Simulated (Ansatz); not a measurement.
# A geometry optimisation of C6H6N2Si with PBE-D3(BJ)/def2-SVP

The starting geometry of this gas-phase singlet was optimised with GFN2-xTB; its bonds are those of `C#Cc1cnncc1[SiH3]`.

```yaml
atoms:
  - { symbol: C, position_ang: [-1.7213, -2.7960, 1.9137] }
  - { symbol: C, position_ang: [-1.6248, -2.0509, 0.9764] }
  - { symbol: C, position_ang: [-1.5534, -1.1711, -0.1251] }
  - { symbol: C, position_ang: [-2.7269, -0.6562, -0.7010] }
  - { symbol: C, position_ang: [-0.4455, 0.0968, -1.7681] }
  - { symbol: C, position_ang: [-0.3347, -0.7790, -0.6845] }
  - { symbol: N, position_ang: [-2.7160, 0.1661, -1.7252] }
  - { symbol: N, position_ang: [-1.5867, 0.5404, -2.2547] }
  - { symbol: Si, position_ang: [1.3232, -1.3918, -0.0151] }
  - { symbol: H, position_ang: [-1.7952, -3.4499, 2.7310] }
  - { symbol: H, position_ang: [-3.7020, -0.9215, -0.3158] }
  - { symbol: H, position_ang: [0.4378, 0.4616, -2.2744] }
  - { symbol: H, position_ang: [1.3447, -2.8499, -0.1273] }
  - { symbol: H, position_ang: [1.4265, -0.9760, 1.3833] }
  - { symbol: H, position_ang: [2.3710, -0.7800, -0.8311] }
```

Where would you expect an optimisation with PBE-D3(BJ)/def2-SVP to take it?

It keeps its bonds, and is `C#Cc1cnncc1[SiH3]`.

The energy falls by 0.21 eV over 8 steps:

```
step  E − E(last) (eV)
   1             0.210
   2             0.017
   3             0.001
   4             0.001
   5             0.000
   6             0.000
   7             0.000
   8             0.000
```

Final geometry (Å):

```
atom    x (Å)    y (Å)    z (Å)
   C  -1.7184  -2.8249   1.9455
   C  -1.6626  -2.0600   0.9891
   C  -1.5846  -1.1714  -0.1229
   C  -2.7581  -0.6395  -0.7190
   C  -0.4395   0.1068  -1.7812
   C  -0.3452  -0.7769  -0.6853
   N  -2.7491   0.1970  -1.7620
   N  -1.5874   0.5752  -2.2996
  Si   1.3189  -1.3908  -0.0150
   H  -1.7693  -3.4996   2.7893
   H  -3.7526  -0.9090  -0.3264
   H   0.4716   0.4711  -2.2872
   H   1.3928  -2.8880  -0.1126
   H   1.4794  -0.9792   1.4208
   H   2.4006  -0.7683  -0.8511
```

The end wasn't checked by frequencies. Run with Ansatz 0.2.0, 5.1 s on 4 threads of AMD EPYC 9R45 96-Core Processor (Zen 5), on a shared host.
